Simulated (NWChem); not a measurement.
Species: CH₄BeO; SMILES [CH3][Be][OH]

```xyz
7

Be    -0.0036     0.1367     0.0143
C     -0.0010    -1.5389     0.0023
H      0.0803    -1.9634     1.0181
H      0.8439    -1.9454    -0.5804
H     -0.9230    -1.9521    -0.4425
O     -0.0114     1.5385     0.0551
H      0.0683     2.4090    -0.3160
```
Atoms are numbered in this order, from 1.

All runs use the structure optimised with PBE0/def2-SVP.

 Unshifted, non-relativistic core excitations; the lowest 4 roots alone, so stronger bands may lie above.

### Question
List the first O K-edge excitations from B3LYP/6-311G** (spherical d), restricted-window TDA (NWChem).

### Answer
```csv
state,energy (eV),dipole oscillator strength,leading excitation (squared amplitude)
S1,518.7,0.0027,1s of atom 6 or its equivalents → LUMO (0.95)
S2,519.2,0.0119,1s of atom 6 or its equivalents → LUMO+1 (0.99)
S3,519.3,0.0144,1s of atom 6 or its equivalents → LUMO+2 (0.99)
S4,520.1,0.0131,1s of atom 6 or its equivalents → LUMO+3 (0.86)
```
